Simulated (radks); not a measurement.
The numbers below are computed, except where a source is named.
The table gives one normalised radial function P(r) = r R(r) of Zn+ in [Ar] 3d10 4s1 (r in bohr). Code: a radial shooting solver on a logarithmic mesh with Libxc functionals. Model: scalar-relativistic Kohn-Sham, BLYP, spin-polarised, spherical densities, point nucleus; open shells are filled with parallel spins first.

r	P
0.005086	0.0017
0.005827	0.0021
0.006676	0.0027
0.00771	0.0036
0.008833	0.0046
0.01012	0.0059
0.01169	0.0076
0.01339	0.0096
0.01534	0.0122
0.01772	0.0156
0.0203	0.0196
0.02326	0.0246
0.02686	0.0309
0.03077	0.0381
0.03525	0.0465
0.04071	0.0570
0.04664	0.0681
0.05344	0.0804
0.06172	0.0942
0.07071	0.1074
0.08101	0.1197
0.09355	0.1305
0.1072	0.1368
0.1228	0.1376
0.1418	0.1300
0.1625	0.1132
0.1861	0.0857
0.215	0.0446
0.2463	-0.0041
0.2822	-0.0595
0.3259	-0.1198
0.3734	-0.1718
0.4277	-0.2116
0.494	-0.2327
0.566	-0.2271
0.6484	-0.1941
0.7488	-0.1303
0.8579	-0.0465
0.9829	0.0542
1.135	0.1714
1.301	0.2839
1.49	0.3904
1.721	0.4879
1.971	0.5580
2.259	0.6001
2.609	0.6092
2.989	0.5829
3.424	0.5260
3.954	0.4406
4.53	0.3478
5.19	0.2550
5.994	0.1680
6.867	0.1032
7.868	0.0572
9.086	0.0269
10.41	0.0116

Which n and l does it have? It may be an empty orbital.

Answer. n = 4, l = 1: the number of nodes gives n - l - 1 = 2, the rise at small r (about r^(l+1)) gives l, and the extent must fit the shell. The curve is that of 4p up; the table hardly tells the two spins apart. 4p up (empty): eigenvalue -8.183 eV, 2 radial nodes at r = 0.244, 0.916 bohr, <r> = 3.08 bohr, 90 % of the charge inside 4.71 bohr.
